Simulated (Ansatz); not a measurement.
Z-matrix (Å, degrees):
```
C
S 1 1.815
H 1 1.090 2 111.0
H 1 1.089 2 107.6 3 -119.4
H 1 1.089 2 108.8 3 121.3
Si 2 2.271 1 99.6 3 -40.6
Al 2 2.444 1 100.0 3 21.6
H 6 1.489 2 103.7 1 -141.5
H 6 1.491 2 102.6 1 -29.7
H 7 1.583 2 110.0 1 155.5
H 7 1.586 2 106.3 1 16.3
```

Total charge 0; spin multiplicity 1. The bonds changed during the relaxation, so this is another structure than the one it started from.

(1) List the r2SCAN/def2-TZVPP orbital energies in eV (the Gaussian-basis code of Ansatz). (An estimate is asked.)

## Answers

(1) The calculation gave: Occupied: -2409.83, -1791.18, -1516.63, -274.39, -214.22, -158.30, -158.19, -158.13, -141.63, -110.14, -96.58, -96.46, -96.41, -70.43, -70.33, -70.24, -20.94, -17.19, -13.45, -11.75, -11.42, -10.59, -9.76, -8.84, -8.39, -7.39, -7.32, -5.93. Lowest empty: -1.23, -1.11, -0.49, 0.29, 0.42, 0.95, 1.58, 1.79.
